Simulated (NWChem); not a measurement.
System: CH4Sn, singlet; SMILES [SnH][CH3]

Input file for NWChem:

```
start job
memory heap 200 mb stack 900 mb global 1100 mb
geometry units angstroms noautoz
  Sn    -0.040819     0.341030     0.002662
  H      1.765200     0.398496     0.005234
  C     -0.019954    -1.883794     0.002467
  H      0.534053    -2.245382     0.895048
  H      0.536642    -2.245248    -0.888539
  H     -1.038068    -2.317746     0.001037
end
basis spherical
  Sn library def2-tzvp
  H library def2-tzvp
  C library def2-tzvp
end
ecp
  Sn library def2-ecp
end
dft
  xc hcth407
  iterations 150
  mulliken
end
task dft energy
```

NWChem printed, in part:

```
             Northwest Computational Chemistry Package (NWChem) 7.3.0
             --------------------------------------------------------

 CS  symmetry detected

                             Geometry "geometry" -> ""
                             -------------------------

 Output coordinates in angstroms (scale by  1.889725989 to convert to a.u.)

  No.       Tag          Charge          X              Y              Z
 ---- ---------------- ---------- -------------- -------------- --------------
    1 Sn                  50.0000    -0.03365567     0.35215750     0.00000000
    2 H                    1.0000     1.77253821     0.40389966     0.00000000
    3 C                    6.0000    -0.01984186    -1.87272147     0.00000000
    4 H                    1.0000     0.53431169    -2.23600048     0.89179444
    5 H                    1.0000     0.53431169    -2.23600048    -0.89179444
    6 H                    1.0000    -1.03932701    -2.30344473     0.00000000

 Effective nuclear repulsion energy (a.u.)     125.2848104673

      Symmetry information
      --------------------

 Group name             Cs
 Group number              2
 Group order               2
 No. of unique centers     5

                                 NWChem DFT Module
                                 -----------------

 Summary of "ao basis" -> "ao basis" (spherical)
 ------------------------------------------------------------------------------
       Tag                 Description            Shells   Functions and Types
 ---------------- ------------------------------  ------  ---------------------
 Sn                        def2-tzvp                16       50   6s5p3d2f
 H                         def2-tzvp                 4        6   3s1p
 C                         def2-tzvp                11       31   5s3p2d1f

      Symmetry analysis of basis
      --------------------------

        a'         70
        a"         35

            General Information
            -------------------
          SCF calculation type: DFT
          Wavefunction type:  closed shell.
          No. of atoms     :     6
          No. of electrons :    32
           Alpha electrons :    16
            Beta electrons :    16
          Charge           :     0
          Spin multiplicity:     1
          Use of symmetry is: on ; symmetry adaption is: on
          Maximum number of iterations: 150
          AO basis - number of functions:   105
                     number of shells:    43
          Convergence on energy requested:  1.00D-06
          Convergence on density requested:  1.00D-05
          Convergence on gradient requested:  5.00D-04

              XC Information
              --------------
                      HCTH407 Method XC Functional
                      HCTH407  Exchange Functional  1.000
                   HCTH407  Correlation Functional  1.000

             Grid Information
             ----------------
          Grid used for XC integration:  medium
          Radial quadrature: Mura-Knowles
          Angular quadrature: Lebedev.
          Tag              B.-S. Rad. Rad. Pts. Rad. Cut. Ang. Pts.
          ---              ---------- --------- --------- ---------
          Sn                  1.45      123          10.0       590
          H                   0.35       45          11.0       434
          C                   0.70       49          10.0       434
          Grid pruning is: on
          Number of quadrature shells:   307
          Spatial weights used:  Erf1

      Superposition of Atomic Density Guess
      -------------------------------------

 Sum of atomic energies:        -288.78266870

      Non-variational initial energy
      ------------------------------

 Total energy =    -253.488951
 1-e energy   =    -550.091453
 2-e energy   =     235.292371
 HOMO         =      -0.221950
 LUMO         =      -0.072471

      Symmetry analysis of molecular orbitals - initial
      -------------------------------------------------

  Numbering of irreducible representations:

     1 a'          2 a"

  Orbital symmetries:

     1 a'          2 a'          3 a'          4 a'          5 a"
     6 a'          7 a'          8 a'          9 a"         10 a"
    11 a'         12 a'         13 a'         14 a"         15 a'
    16 a'         17 a"         18 a'         19 a'         20 a'
    21 a"         22 a'         23 a'         24 a"         25 a'
    26 a'

     ---------------------------------------------
      Total Density - Mulliken Population Analysis
     ---------------------------------------------

    Atom       Charge   Shell Charges
 -----------   ------   -------------------------------------------------------
    1 Sn  22    21.34   0.29 -0.77  1.54  0.95  1.03  0.88 -0.40  6.35  0.46  0.69  0.25  8.94  1.05  0.07  0.01  0.00
    2 H    1     1.22   0.22  0.60  0.40  0.01
    3 C    6     6.96   0.86  1.12  0.56  0.73  0.14  1.28  1.62  0.62  0.01  0.01  0.00
    4 H    1     0.82   0.23  0.43  0.14  0.02
    5 H    1     0.82   0.23  0.43  0.14  0.02
    6 H    1     0.83   0.24  0.44  0.13  0.02

   convergence    iter        energy       DeltaE   RMS-Dens  Diis-err
 ---------------- ----- ----------------- --------- --------- ---------
 d= 0,ls=0.0,diis     1   -255.3870040989 -3.17D+02  1.29D-02  2.49D-01
 d= 0,ls=0.0,diis     2   -255.3774595851  9.54D-03  6.22D-03  2.58D-01
 d= 0,ls=0.0,diis     3   -255.4072596674 -2.98D-02  2.01D-03  7.27D-02
 d= 0,ls=0.0,diis     4   -255.4168072946 -9.55D-03  8.35D-04  3.27D-03
 d= 0,ls=0.0,diis     5   -255.4172903176 -4.83D-04  1.51D-04  1.30D-04
  Resetting Diis
 d= 0,ls=0.0,diis     6   -255.4173049999 -1.47D-05  3.55D-05  1.59D-05
 d= 0,ls=0.0,diis     7   -255.4173065950 -1.60D-06  2.07D-05  5.69D-07
 d= 0,ls=0.0,diis     8   -255.4173064917  1.03D-07  1.12D-05  1.25D-06
 d= 0,ls=0.0,diis     9   -255.4173067015 -2.10D-07  1.48D-06  2.19D-08

[...]
```

Level: HCTH/407/def2-TZVP with def2 effective core potentials on Sn. Low-valent species are run as closed-shell singlets; no triplet was tried in these runs. The geometry was optimised at PBE-D3(BJ)/def2-SVP. def2 effective core potentials on Sn; no spin-orbit coupling.
